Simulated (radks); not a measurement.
Question: Isoelectronic series with 13 electrons, all held in the configuration [Ne] 3s2 3p1, which need not be the ground one along the series. Calculated with a radial shooting solver on a logarithmic mesh with Libxc functionals: scalar-relativistic Kohn-Sham, PBE, spin-unpolarised, spherical densities, finite nucleus; Fermi nuclear charge, rms radius of each element as measured or else 0.836 A^(1/3) + 0.57 fm. Total energies (hartree) and orbital eigenvalues (eV):

ion    E (hartree)         3p         3s
Al      -242.68455    -2.7121    -7.7529
P2+     -340.84070   -24.2752   -33.9563
Cl4+    -456.66008   -59.5278   -73.7779
K6+     -590.15737  -107.5514  -126.3908
Sc8+    -741.39129  -168.0700  -191.5740
V10+    -910.44256  -240.9762  -269.2657
Mn12+  -1097.40753  -326.2305  -359.4694
Co14+  -1302.39645  -423.8270  -462.2241
Cu16+  -1525.53237  -533.7792  -577.5919
Ga18+  -1766.95111  -656.1138  -705.6518
As20+  -2026.80155  -790.8674  -846.4976
Br22+  -2305.24588  -938.0840  -1000.236
Nb28+  -3253.96801  -1455.050  -1540.068
Tc30+  -3608.68560  -1652.685  -1746.699
Rh32+  -3983.02114  -1863.094  -1966.947
Ag34+  -4377.22831  -2086.356  -2200.999
In36+  -4791.57536  -2322.553  -2449.053
Sb38+  -5226.35225  -2571.775  -2711.323
I40+   -5681.86709  -2834.113  -2988.043
Cs42+   -6158.4518  -3109.668  -3279.461
La44+   -6656.4583  -3398.544  -3585.845

Estimate the row of Rb24+.

Answer: E (hartree) -2602.45976; 3p -1097.814; 3s -1166.987.
